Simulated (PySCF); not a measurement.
BiI3, SMILES [I][Bi]([I])[I].

Geometry optimised at B3LYP-D3(BJ)/def2-SVP. The isomer is the one that the SMILES or the coordinates give; other isomers of the formula were not compared. The def2 effective core potentials stand for the cores of Bi, I; spin–orbit coupling is left out.

Method: B3LYP-D3(BJ)/def2-SVP (PySCF).

Frequencies are harmonic and unscaled.

Modes within 1.5 cm⁻¹ of each other (mostly degenerate sets) share a row, with their intensities summed.

| mode | ν (cm⁻¹) | IR (km/mol) | moving atoms (share of kinetic energy) |
|---|---|---|---|
| 1–2 | 46 | 0.2 | I 89 %, Bi 11 % |
| 3 | 58 | 0.5 | I 67 %, Bi 33 % |
| 4–5 | 164 | 51.0 | I 57 %, Bi 43 % |
| 6 | 166 | 3.0 | I 68 %, Bi 32 % |
